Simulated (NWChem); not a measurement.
System: CH5GeNO, singlet; SMILES C[O][Ge][NH2]

NWChem input:

```
start job
memory heap 200 mb stack 900 mb global 1100 mb
geometry units angstroms noautoz
  Ge     0.444023    -0.692291     0.059525
  O      0.690987     1.114321     0.110562
  C     -0.320106     2.089074     0.052273
  H     -1.044904     2.010941     0.899100
  H      0.141665     3.098970     0.104772
  H     -0.910638     2.042898    -0.895220
  N     -1.399875    -0.726750    -0.078453
  H     -2.036935     0.074861    -0.112787
  H     -1.908194    -1.613535    -0.133246
end
basis spherical
  * library def2-svp
end
dft
  xc xwpbe 0.80 cpbe96 1.0 hfexch 1.00
  cam 0.2 cam_alpha 0.2 cam_beta 0.8
  iterations 150
  mulliken
end
task dft energy
```

Low-valent species are run as closed-shell singlets; no triplet was tried in these runs. Structure relaxed at the PBE-D3(BJ)/def2-SVP level.

Q: Give the results of this calculation. (LRC-wPBEh/def2-SVP.) Quantities: energy (Ha); highest occupied level (eV); orbital gap (eV); dipole (D).

A: 
- energy (Ha): -2247.30
- highest occupied level (eV): -9.11
- orbital gap (eV): 9.81
- dipole (D): 2.57
